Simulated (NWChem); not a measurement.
System: GaH3O2; SMILES [OH][GaH][OH]

```xyz
6

Ga    -0.3364    -0.0107     0.0000
H     -1.8945    -0.0641     0.0000
O      0.6169    -1.5333     0.0000
H      1.5747    -1.3474     0.0000
O      0.7040     1.4652     0.0000
H      0.1822     2.2884     0.0000
```
Atoms are numbered in this order, from 1.

All runs: NWChem. Pople sets run with spherical d functions. Geometry: optimised at PBE-D3(BJ)/def2-SVP. Vertical excitations in the gas phase.

Q: Predict the results for Hartree-Fock/6-31G*, TDHF. Quantities: lowest excitation, singlet (eV); oscillator strength of that lowest state; lowest state with f > 0.02, singlet (eV); orbital gap (eV).

A: 
```yaml
lowest excitation, singlet (eV): 8.26
oscillator_strength_of_that_lowest_state: 0.002
lowest state with f > 0.02, singlet (eV): 8.77
orbital gap (eV): 14.77
```
